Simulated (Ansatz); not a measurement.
Several settings on one geometry of Be5⁺ (that of the charge 1 doublet, PBE/def2-TZVP). Ansatz on 4 threads of Arm Neoverse V1 on a shared host; times are rough.

```xyz
5

Be   -0.667    0.107   -0.984
Be    0.181    1.728    0.067
Be   -0.178   -1.729   -0.066
Be    1.184   -0.120   -0.091
Be   -0.520    0.013    1.074
```

Totals from different functionals, basis sets or treatments of relativity can't be compared as stabilities.

Correlated methods freeze 5 core orbitals.

The spins typed aren't always the lowest for that charge.

Problem. Give the basis size and estimate the energy, ⟨S²⟩ and time of these runs.

```tsv
run	method	charge	state	further keys
1	UKS PBE/pcseg-2	1	doublet	fitting: {mean_field: def2-universal-jkfit}; scf: {lower_state_search: off}; forces asked
2	UKS LDA (SPW92)/def2-TZVP	0	singlet	–
3	UHF, rpa/def2-mTZVP	1	doublet	nuclear_model: gaussian; electrons: outside_noble_gas; scf: {omitted_lower_state_checks: [starts]}
```

Solution. 
```csv
run,functions,energy (Eh),⟨S²⟩,wall time
1,75,-73.1657,0.76,0.55 s
2,95,-72.5312,0.00,1.4 s
3,55,-72.8861,1.21,0.45 s
```

At UHF, rpa/def2-mTZVP the charge 1 doublet is spin-contaminated (final ⟨S²⟩ up to 1.21, 0.75 for a pure state).
